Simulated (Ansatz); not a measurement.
Compare A (`OC1C[SiH2]1`) with its isomer B (`O/C=C/[SiH3]`).

Computed with Ansatz on PBE0-D4/def2-TZVP structures; ΔE is electronic, products minus reactants. CCSD(T)/CBS adds triple-zeta CCSD(T) − MP2 to the extrapolated MP2 energy (def2 sets, frozen cores). DFT in def2-TZVPP. Each species was taken in one conformer, which may not be the lowest.

A:

Z-matrix (Å, degrees):
```
C
C 1 1.539
Si 1 1.857 2 65.5
O 1 1.398 2 117.9 3 112.5
H 1 1.092 2 113.5 3 -109.7
H 2 1.085 1 117.6 3 115.8
H 2 1.087 1 114.2 3 -107.6
H 3 1.476 1 119.1 2 102.5
H 3 1.478 1 119.3 2 -106.2
H 4 0.963 1 108.0 2 66.4
```

B:

Z-matrix (Å, degrees):
```
Si
C 1 1.844
H 1 1.489 2 111.7
H 1 1.489 2 111.7 3 -119.9
H 1 1.488 2 108.5 3 120.1
C 2 1.334 1 121.6 3 -120.1
H 2 1.090 1 120.0 3 59.9
O 6 1.345 2 127.2 1 180.0
H 6 1.086 2 122.5 1 0.0
H 8 0.964 6 109.2 2 0.0
```

Q: Which isomer does CCSD(T)/CBS put lower? Give the gap. (Best estimate.)

A: Ansatz gave: B, by 86.5 kJ/mol.

Q: Give E(B) − E(A) in kJ/mol with BLYP-D4, r2SCAN-D4, CCSD(T)/def2-SVP, HF/def2-TZVPP, B2PLYP, CCSD(T)/def2-TZVPP, ωB97M-V. (An estimate is asked.)

A: Ansatz gave: BLYP-D4 -98.9, r2SCAN-D4 -84.3, CCSD(T)/def2-SVP -95.7, HF/def2-TZVPP -118.8, B2PLYP -94.2, CCSD(T)/def2-TZVPP -89.3, ωB97M-V -82.8. None reverses the order clearly.

Q: Does the order hold for the free energy at 298.15 K (harmonic terms from PBE0-D4)? (An estimate is asked.)

A: Computed: Yes: G(B) − G(A) = -92.9 kJ/mol, for one conformer each.

Largest T1 diagnostic: 0.013.

At CCSD(T), def2-SVP lies −9.2 kJ/mol from the extrapolated value and def2-TZVPP −2.8 kJ/mol. In def2-TZVPP, CCSD(T) changes the Hartree–Fock value by +29.6 kJ/mol (the triples alone add +0.8 kJ/mol) and MP2 by +35.0 kJ/mol.
